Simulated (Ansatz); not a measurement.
Job for Ansatz (a quantum-chemistry and plane-wave program): U-CCSD(T)/cc-pVDZ on CH3N (SMILES C=N), a point of a bond scan (R = 4.042 Å).

Ansatz 0.2 input:
```yaml
crystal:
  periodic: [false, false, false]
  atoms:
    - {symbol: C, position_ang: [-0.55740008, 0.17855308, 0.01045098]}
    - {symbol: N, position_ang: [3.15597051, -1.41656084, -0.06142467]}
    - {symbol: H, position_ang: [-1.41804796, -0.49076045, 0.02134142]}
    - {symbol: H, position_ang: [-0.77858901, 1.25082695, 0.02015765]}
    - {symbol: H, position_ang: [3.87278207, -0.68858569, -0.06954837]}
basis:
  gaussian:
    orbitals: cc-pVDZ
correlation: {method: ccsd_t, electrons: outside_noble_gas}
scf: {omitted_lower_state_checks: [cluster_reference]}
magnetization: {spin_polarized: true, initial_magnetization: 0}
```

Output:

```
WARN ansatz: RAYON_NUM_THREADS=2 ignored (pool sized by the plan → 2); use --threads N
Functional definition: HF
these checks for a lower state are left out or cut short: cluster_reference
integrals: 0.02 GiB planned
400 factors; integrals over basis functions are off by at most 1.3e-3 eV
mean field: 0.07 GiB planned
mean field evaluation 1: about -2516.5603 eV, gradient 5.1e1 eV
mean field evaluation 2: about -2516.5599 eV, gradient 5.1e1 eV
mean field evaluation 4: about -2543.5988 eV, gradient 2.0e1 eV
mean field evaluation 8: about -2550.6646 eV, gradient 1.8e-1 eV
mean field evaluation 16: about -2550.8669 eV, gradient 1.3e0 eV
mean field evaluation 32: about -2553.4064 eV, gradient 2.2e-10 eV
mean field evaluation 64: about -2553.4064 eV, gradient 3.0e-2 eV
mean field evaluation 96: about -2554.8418 eV, gradient 8.6e-1 eV
mean field evaluation 128: about -2547.0168 eV, gradient 7.6e0 eV
mean field evaluation 160: about -2552.9759 eV, gradient 8.2e-1 eV
mean field evaluation 192: about -2550.6644 eV, gradient 8.2e-3 eV
mean field -2554.85405072 eV, -93.8891546216 hartree, gradient 2.3e-6 eV, S^2 2.025054; 12 other end points of the search recorded, 0 dependent functions left out
2 core orbitals not correlated
reference -2554.85405072 eV, -93.8891546216 hartree; 6, 6 occupied and 35, 35 virtual orbitals, 400 factors
second order -5.34987735 eV of doubles, -0.00000000 eV of singles
coupled cluster: 0.11 GiB planned
cycle   1  -6.15609429 eV  change   -8.1e-1 eV  update   5.0e-2
cycle   2  -6.40228804 eV  change   -2.5e-1 eV  update   1.9e-2
cycle   3  -6.42219817 eV  change   -2.0e-2 eV  update   6.5e-3
cycle   4  -6.42353516 eV  change   -1.3e-3 eV  update   2.1e-3
cycle   5  -6.42398860 eV  change   -4.5e-4 eV  update   7.9e-4
cycle   6  -6.42413684 eV  change   -1.5e-4 eV  update   3.3e-4
cycle   7  -6.42423089 eV  change   -9.4e-5 eV  update   1.3e-4
cycle   8  -6.42423351 eV  change   -2.6e-6 eV  update   5.8e-5
cycle   9  -6.42422351 eV  change    1.0e-5 eV  update   3.0e-5
cycle  10  -6.42422898 eV  change   -5.5e-6 eV  update   2.2e-5
cycle  11  -6.42423240 eV  change   -3.4e-6 eV  update   1.8e-5
cycle  12  -6.42423763 eV  change   -5.2e-6 eV  update   1.4e-5
coupled cluster: 0.11 GiB planned
perturbative correction -0.08913796 eV, -0.0032757596 hartree
Total energy: -2561.36742631 eV, -94.1285167597 hartree
Checks for a lower state left out: cluster_reference
```

Self-consistency was reached. Its determinant has ⟨S²⟩ = 2.03, a mixture of spin states.

Cost: roughly 4 core-seconds.
